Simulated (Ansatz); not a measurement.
`[SiH3]OCS[SiH3]` → `O[SiH2]C[SiH2]S`  (isomerisation)

Calculated with Ansatz (gas phase, PBE0-D4/def2-TZVP geometries, no zero-point term in ΔE). CCSD(T)/CBS is the MP2 limit (def2-TZVPP, def2-QZVPP) plus CCSD(T) − MP2 in def2-TZVPP, frozen cores. Each species was taken in one conformer, which may not be the lowest.

| species | HF/def2-TZVPP energy (Eh) |
| --- | --- |
| `[SiH3]OCS[SiH3]` | -1092.91171 |
| `O[SiH2]C[SiH2]S` | -1092.96591 |

Work out ΔE.

ΔE = (-1092.96591) − (-1092.91171) = -0.05420 Eh = -142.3 kJ/mol. CCSD(T)/CBS gives -157.4 kJ/mol.

Largest T1 diagnostic among the species: 0.012.

In def2-TZVPP, CCSD(T) changes the Hartree–Fock value by −11.6 kJ/mol (the triples alone add +0.8 kJ/mol) and MP2 by −18.9 kJ/mol. From PBE to PBE0 (25 % exact exchange), in def2-TZVPP and without D4, ΔE moves by −5.9 kJ/mol.
